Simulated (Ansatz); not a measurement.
Compare A (`O[Si@@]1(Br)O[C@H]1F`) with its isomer B (`O=CO[SiH](F)Br`).

Calculated with Ansatz (gas phase, PBE0-D4/def2-TZVP geometries, no zero-point term in ΔE). CCSD(T)/CBS is the MP2 limit (def2-TZVPP, def2-QZVPP) plus CCSD(T) − MP2 in def2-TZVPP, frozen cores. DFT in def2-TZVPP. B3LYP here is the variant with VWN-RPA as its local correlation; programs differ in this. For Br outer-core shells are correlated without core-valence functions, which leaves a few kJ/mol of doubt a bond. Scalar relativity is left out up to krypton. One conformer a species, not always the lowest.

A:

Z-matrix (Å, degrees):
```
Si
Br 1 2.173
O 1 1.648 2 118.4
O 1 1.617 2 107.3 3 138.9
C 1 1.804 2 125.2 3 -58.7
H 4 0.962 1 116.5 2 -175.0
F 5 1.360 1 120.2 2 -162.0
H 5 1.088 1 129.3 2 3.8
```

B:

```xyz
8

O     1.5217   -0.6489    0.9863
C     1.0207    0.4317    1.0621
O    -0.0128    0.8380    0.3112
Si   -0.6813   -0.1700   -0.8364
F    -1.6841    0.7808   -1.6019
Br   -1.8222   -1.7745    0.1064
H     1.3396    1.2267    1.7494
H     0.3184   -0.6838   -1.7770
```

Which isomer does CCSD(T)/CBS put lower? Give the gap. (An estimate is asked.)

Computed: B, by 208.0 kJ/mol.

Give E(B) − E(A) in kJ/mol with ωB97M-V, r2SCAN-D4, MP2/def2-TZVPP, CCSD(T)/def2-TZVPP, B3LYP-D4, B3LYP, PBE0-D4. (An estimate is asked.)

Computed: ωB97M-V -203.8, r2SCAN-D4 -201.5, MP2/def2-TZVPP -210.2, CCSD(T)/def2-TZVPP -210.8, B3LYP-D4 -213.1, B3LYP -212.9, PBE0-D4 -195.4. None reverses the order clearly.

Largest T1 diagnostic: 0.013.

From PBE to PBE0 (25 % exact exchange), in def2-TZVPP and without D4, E(B) − E(A) moves by −5.3 kJ/mol. In def2-TZVPP, CCSD(T) changes the Hartree–Fock value by +40.7 kJ/mol (the triples alone add +3.0 kJ/mol) and MP2 by +41.3 kJ/mol.
